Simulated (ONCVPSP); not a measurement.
Before and after: ONCV potential for tantalum (Ta)

- Element: tantalum
- Generator: ONCVPSP 4.0.1
- Type: optimised norm-conserving Vanderbilt (ONCV)
- Functional: LDA (Perdew-Zunger)
- Relativity: fully relativistic
- Frozen core: [Kr] 4d10 4f14
- Valence charge: 13
- Reference configuration: 5s2 5p6 5d3 (charge +2)
- Partial waves: 5s: rc 1.50 bohr, ncon 4, nbas 8, qcut 8.1 1/bohr, 2 projectors, debl 2.3 Ha; 5p: rc 1.90 bohr, ncon 4, nbas 8, qcut 5.9 1/bohr, 2 projectors, debl 2.3 Ha; 5d: rc 1.80 bohr, ncon 4, nbas 8, qcut 6.1 1/bohr, 2 projectors, debl 0.3 Ha
- Local potential: polynomial inside 1.45 bohr (lpopt 5, dvloc0 -1 Ha)
- Core correction: Teter function fitted to the true core (icmod 2), fcfact 0.75

Open shells are filled in proportion to 2j + 1.

In the s channel the program set the typed energies aside and used -3.260, 0.250 Ha. In the d channel the program set the typed energies aside and used -0.674, 0.250 Ha (j = l + 1/2; the other j can differ).

All-electron outer shells of the reference configuration (LDA (Perdew-Zunger), scalar-relativistic, ld1.x):

```tsv
shell	level (eV)	outermost node (bohr)	outermost maximum (bohr)
5p	-55.23	0.58	1.13
4f	-40.64	–	0.44
5d	-18.63	0.65	1.56
```

Change: core [Kr] 4d10, valence charge 27; reference 4f14 5s2 5p6 5d3 6s1; waves now 5s+6s: rc 1.70 bohr, ncon 4, nbas 8, qcut 9 1/bohr, 2 projectors; 5p: rc 1.60 bohr, ncon 3, nbas 7, qcut 7.1 1/bohr, 2 projectors, debl 3.9 Ha; 5d: rc 1.70 bohr, ncon 4, nbas 7, qcut 5.1 1/bohr, 2 projectors, debl 2.5 Ha; 4f: rc 1.00 bohr, ncon 5, nbas 10, qcut 19.4 1/bohr, local; local potential the f channel.

Cutoffs: the cutoffs (Ha) at which the residual kinetic energy of the hardest occupied pseudo-wave falls to 1 and 0.1 mHa per electron; they do not see the model core or the augmentation charge, which bear on the density cutoff. Errors are all-electron minus pseudo energies relative to the spin-unpolarised reference configuration.

Task: What does the change do?

Result: The potential gets harder (25 Ha and 29 Ha → 157 Ha and 171 Ha); a bound ghost appears in p, s, which as a rule spoils a file; the lowest positive-energy flag moves from s at 256.8 eV to d5/2 at 32.1 eV; the miss of the reference levels goes from 0.00 to 1.14 eV. The added semicore shells are compact, so their waves need more plane waves. Several settings change at once here, so the effects cannot be laid on one of them. In the changed file the local f channel has no projectors, so it cannot carry the spin–orbit splitting, and the file is wrong for that shell.

```csv
quantity,base,changed
"cutoff, loose",25 Ha,157 Ha
"cutoff, tight",29 Ha,171 Ha
bound ghosts,none,"s, p3/2, p1/2"
GHOST(+) flags under 300 eV,s at 256.8 eV,"d5/2 at 32.1 eV, d3/2 at 62.6 eV, s at 230.2 eV"
"largest miss of a reference level, eV",0.00,1.14
"largest error over its own tests, meV",+8.8,-3.6
"rms error of d²Exc/dni dnj with the model core, mHa",4.88,3.57
```

 A true bound ghost makes a file unfit for plane-wave use even where its test errors are small: the radial tests pick states by their node count and pass the ghost by.
